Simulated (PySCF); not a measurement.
## Unknowns

Method: GFN2-xTB structure, NMR shieldings at PBE0/pcSseg-1/GIAO, in PySCF 2.14 (one computed conformer, no relativistic terms, isolated molecule, equivalent nuclei averaged).

Referencing at the same level of theory: ¹H (σref 31.72) and ¹³C (σref 186.93) vs TMS. Splittings of carbon signals by F and P are missing where no couplings were computed. Where no couplings were computed, multiplicities follow the n + 1 count of equivalent neighbours, and m marks all less simple cases (inequivalent or close neighbours, rings, F or P nearby). Acid and N–H amide carbonyl carbons lie up to 10 ppm further downfield in solution (hydrogen bonding). Shifts are as computed. Against solution values, carbons near 30 ppm lie about +3 ppm off and those near 130 ppm about +5 ppm. Of 1309 compounds with measured shifts, 239 miss one by over three times the rms of a fit or turn the order of signals round; such compounds aren't used in these exercises. OH and NH positions are gas-phase values without hydrogen bonding to other molecules.

(1) C$_{7}$H$_{11}$FO. ¹H NMR (300 MHz, computed): δ 5.61 (m, 2H), 4.39 (sept, 1H), 1.71 (s, 2H), 1.45 (d, 6H). ¹³C{¹H} NMR (computed): δ 149.2 (C), 79.9 (CH), 78.5 (CH2), 76.1 (C), 23.6 (CH3), 18.5 (CH2). What is it?

(2) C$_{4}$H$_{11}$NO$_{2}$Si$_{2}$. ¹H NMR (600 MHz, computed): δ 7.45 (m, 1H), 6.08 (br s, 1H), 5.97 (d, 1H), 4.74 (s, 6H), 3.80 (d, 2H). ¹³C{¹H} NMR (computed): δ 170.8 (C), 158.7 (CH), 125.5 (CH), 56.7 (CH2). Give a structure.

## Answers

(1) `InChI=1S/C7H11FO/c1-5(2)9-7-3-6(7)4-8/h5H,3-4H2,1-2H3`. Rings plus π bonds: 2 (1 ring in the answer). 6 carbon signals for 7 carbons: some carbons are equivalent by symmetry or fast rotation. Carbon types of the structure: 2 × C, 1 × CH, 2 × CH2, 2 × CH3, which accounts for all hydrogens. δC 149.2: alkene carbon bearing oxygen; an sp2 carbon further deshielded by the attached heteroatom. δC 79.9: sp3 CH bonded to O; pulled downfield by the heteroatom. δC 78.5: allylic sp3 CH2 bonded to F; pulled downfield by the heteroatom. δC 76.1: β carbon of an enol-ether or enamine type C=C; the O or N lone pair pushes π density onto this β carbon and shields it.

The data come from this structure; uniqueness wasn't tested.

(2) `InChI=1S/C4H11NO2Si2/c6-4(7)2-1-3-5(8)9/h1-2H,3H2,8-9H3,(H,6,7)/b2-1+`. Rings plus π bonds: 2 (no ring in the answer). 4 carbon signals for 4 carbons: no two carbons are equivalent. Carbon types of the structure: 1 × C, 2 × CH, 1 × CH2, leaving 7 H on heteroatoms. δC 170.8: carboxylic acid carbon; it is a carbonyl in resonance with an O or N lone pair, the region of acids, esters and amides. δC 158.7: β carbon of a C=C–C=O unit; conjugation with the carbonyl draws π density from the β position. δC 125.5: α carbon of a C=C–C=O unit; as expected for a trigonal carbon in a double bond. δH 7.45: hydrogen on a β carbon of a C=C–C=O unit; olefinic region.

The shifts were computed for this structure.
